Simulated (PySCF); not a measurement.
Species: (Cl2Al-mu-Cl)2.
Z-matrix (Å and degrees, PBE0-D3(BJ)/def2-SVP geometry), rows numbered from 1:
```
Al
Cl  1  2.0809
Cl  1  2.0819  2  123.71
Cl  1  2.2788  2  109.57  3  -131.65
Al  4  2.2767  1   88.95  2  -110.66
Cl  5  2.0815  4  108.75  1  -110.95
Cl  5  2.0821  4  109.47  1   111.42
Cl  1  2.2767  2  108.81  3   130.23
```

The closed-shell ground state was solved at several levels (PySCF, density fitting, gas phase, non-relativistic).

| level | basis functions | total energy (Eh) | HOMO (eV) | LUMO (eV) | gap (eV) | dipole (D) |
| --- | --- | --- | --- | --- | --- | --- |
| PBE0/pcSseg-1 (pcSseg-2 on Al) | 230 | -3245.3175 | -9.63 | -1.11 | 8.52 | 0.02 |
| wB97X-D/def2-SVPD | 210 | -3245.5239 | -11.45 | 0.30 | 11.75 | 0.02 |
| B3LYP/pcSseg-1 (pcSseg-2 on Al) | 230 | -3246.5831 | -9.30 | -1.32 | 7.98 | 0.02 |

Task: What might PBE/pcSseg-1 (pcSseg-2 on Al) (230 basis functions) give for the same quantities?

Result: Total energy -3245.0617 Eh, HOMO -8.18 eV, LUMO -1.97 eV, gap 6.21 eV, dipole 0.02 D.

Task: Over all these levels, which gives the widest orbital gap and which the narrowest?

Result: wB97X-D/def2-SVPD (range-separated hybrid) has the widest, 11.75 eV, and PBE/pcSseg-1 (pcSseg-2 on Al) (GGA) the narrowest, 6.21 eV. Functional and basis both differ between the two, so the spread mixes both effects.

Task: In the pcSseg-1 (pcSseg-2 on Al) basis, how does the gap go with the fixed share of exact exchange?

Result: PBE (0 %) 6.21 eV; B3LYP (20 %) 7.98 eV; PBE0 (25 %) 8.52 eV. Each rise in the share widens the gap here.

Task: How far do the dipole and the HOMO energy spread over the levels?

Result: The dipole runs from 0.02 to 0.02 D (mean 0.02 D) and the HOMO from -11.45 to -8.18 eV.

One conformer stands for the species.

wB97X-D is run here without its empirical dispersion term; that term would change no orbital, density or response property at a fixed geometry.
